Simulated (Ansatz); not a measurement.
Consider the ligand exchange at the In–O bond: `FB[O][InH2]` + CH₃NH₂ → `C[NH][InH2]` + `OBF`.

Computed with Ansatz on PBE0-D4/def2-TZVP structures; ΔE is electronic, products minus reactants. CBS: MP2 limit from def2 TZ/QZ plus the TZ coupled-cluster correction, frozen cores. This one scheme is used for every species. DFT in def2-TZVPP. Elements past krypton have def2 core potentials. For In outer-core shells are correlated without core-valence functions, which leaves a few kJ/mol of doubt a bond. One conformer a species, not always the lowest.

```
      species  CAM-B3LYP-D4 energy (Eh)
`FB[O][InH2]`                -391.97373
       CH₃NH₂                 -95.84928
`C[NH][InH2]`                -286.54705
        `OBF`                -201.26036
```

Work out ΔE.

ΔE = (-286.54705) + (-201.26036) − (-391.97373) − (-95.84928) = 0.01560 Eh = +0.42 eV. CCSD(T)/CBS gives +0.44 eV.

What do rigid-rotor, harmonic-oscillator terms from PBE0-D4/def2-TZVP frequencies (298.15 K, 1 bar) make of the CCSD(T)/CBS value? (Best estimate.)

Computed: ΔZPE = -0.01 eV, ΔH = +0.43 eV, ΔS = -2 J/(mol·K), ΔG = +0.44 eV.

Largest T1 diagnostic among the species: 0.016.

In def2-TZVPP, CCSD(T) changes the Hartree–Fock value by −0.09 eV (the triples alone add −0.01 eV) and MP2 by −0.11 eV. From BLYP to BHLYP (50 % exact exchange), in def2-TZVPP and without D4, ΔE moves by +0.05 eV. Leaving LDA and LC-ωPBE aside and taking each functional with its dispersion term where it has one, the values, not all of them listed here, spread over 0.11 eV, from PBE-D4 to B97M-V. LDA lies −0.10 eV from PBE without D4.
